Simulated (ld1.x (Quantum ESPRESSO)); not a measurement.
**Varying the TM semilocal potential for S (Z = 16)**

Base potential:

```
Element                 : S
Generator               : ld1.x (Quantum ESPRESSO) 7.5
Type                    : norm-conserving Troullier–Martins (semilocal form)
Functional              : PBE
Relativity              : scalar-relativistic
Frozen core             : [Ne]
Valence charge          : 6
Reference configuration : 3s1.75 3p4.25
Partial waves           : 3p (bound): rc 1.25 bohr; 3d channel at 0.45 Ry: rc 1.05 bohr; 3s (bound): rc 1.05 bohr
Local potential         : the s channel
Core correction         : a·sin(br)/r model core, default radius (core density twice the valence density)
```

All-electron outer shells of the reference configuration (PBE, scalar-relativistic, ld1.x):

```tsv
shell	level (eV)	outermost node (bohr)	outermost maximum (bohr)
2s	-212.08	0.13	0.39
2p	-156.87	–	0.33
3s	-17.43	0.60	1.40
3p	-7.15	0.58	1.59
```

Cutoffs, loose and tight: the cutoffs (Ry, on a coarse ladder) from which the occupation-weighted sum of valence levels, in a spherical-Bessel basis at the reference potential, stays within 10 and 1 mRy of its value at 400 Ry. They do not see the model core or the augmentation charge, which bear on the density cutoff. Test errors are all-electron minus pseudo excitation energies from the reference, over the configurations 3s2 3p4; 3s2 3p3; 3s2 3p2; 3s2 3p4.3; 3s0 3p6; 3s1 3p4; 3s2 3p0. A dash means not determined; rows that change the core or the reference have their own tests.

A semilocal file is local in each channel, so a ghost entry of none says nothing of the separable form that plane-wave codes build from it.

| change | outcome | cutoff, loose | cutoff, tight | bound ghosts | largest test error (meV) |
| --- | --- | --- | --- | --- | --- |
| base | generated | 80 Ry | 200 Ry | none | +226 |
| wave 3p (bound): rc 1.25 bohr becomes 3p (bound): rc 0.86 bohr | generated | over 300 Ry | over 300 Ry | none | +200 |
| wave 3p (bound): rc 1.25 bohr becomes 3p (bound): rc 1.22 bohr | generated | 80 Ry | 200 Ry | none | +221 |
| wave 3p (bound): rc 1.25 bohr becomes 3p (bound): rc 1.46 bohr | generated | 70 Ry | 180 Ry | none | +255 |
| wave 3p (bound): rc 1.25 bohr becomes 3p (bound): rc 1.64 bohr | generated | 70 Ry | 180 Ry | none | +261 |
| wave 3p (bound): rc 1.25 bohr becomes 3p (bound): rc 1.86 bohr | generated | 70 Ry | 180 Ry | none | +238 |

(1) What comes out with this change to the base: wave 3p (bound): rc 1.25 bohr becomes 3p (bound): rc 1.06 bohr?

Results:

(1) outcome: generated; cutoff, loose: 110 Ry; cutoff, tight: 230 Ry; bound ghosts: none; largest test error (meV): +192.

Reading the sweep of the p radius (base included, trends over the rows without a ghost): The loose cutoff falls from 110 Ry at 1.06 to 70 Ry at 1.86 bohr. A larger radius leaves more room for a smooth pseudo-wave, so fewer plane waves are needed; a smaller one forces it to follow the all-electron wave where it bends sharply. The median size of the test errors (rows with all tests solved) is not monotonic: lowest 3.1 meV at 1.25 bohr, highest 24.0 meV at 0.86 bohr.
